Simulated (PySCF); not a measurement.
# Radial density of Ba⁴⁸⁺ (barium, charge +48)

UHF, [He] 2s2 2p4, high-spin 3P determinant. Calculation: PySCF 2.14, in an uncontracted even-tempered set (19 s from 23 bohr⁻², ratio 2.2; 12 p from 29 bohr⁻², ratio 2.2; 6 d from 120 bohr⁻², ratio 2.4; 5 f from 180 bohr⁻², ratio 2.4; 4 g from 270 bohr⁻², ratio 2.4); the spin-free X2C one-electron Hamiltonian (Gaussian nucleus).

```json
{"r (bohr)": "0.0239", "4πr²ρ (e/bohr)": "63.26", "4πr²(ρα − ρβ)": "4.0618"}
{"r (bohr)": "0.0401", "4πr²ρ (e/bohr)": "47.33", "4πr²(ρα − ρβ)": "12.1503"}
{"r (bohr)": "0.0675", "4πr²ρ (e/bohr)": "59.27", "4πr²(ρα − ρβ)": "20.6239"}
{"r (bohr)": "0.114", "4πr²ρ (e/bohr)": "44.60", "4πr²(ρα − ρβ)": "13.3897"}
{"r (bohr)": "0.191", "4πr²ρ (e/bohr)": "6.286", "4πr²(ρα − ρβ)": "1.7271"}
{"r (bohr)": "0.321", "4πr²ρ (e/bohr)": "0.05328", "4πr²(ρα − ρβ)": "0.0146"}
```

Densities and radii are taken from the X2C orbitals without a picture-change correction, which distorts them close to the nucleus.

Spin-orbit coupling is strong in this species (close to jj coupling), so the high-spin LS determinant is a model state, not a physical level.
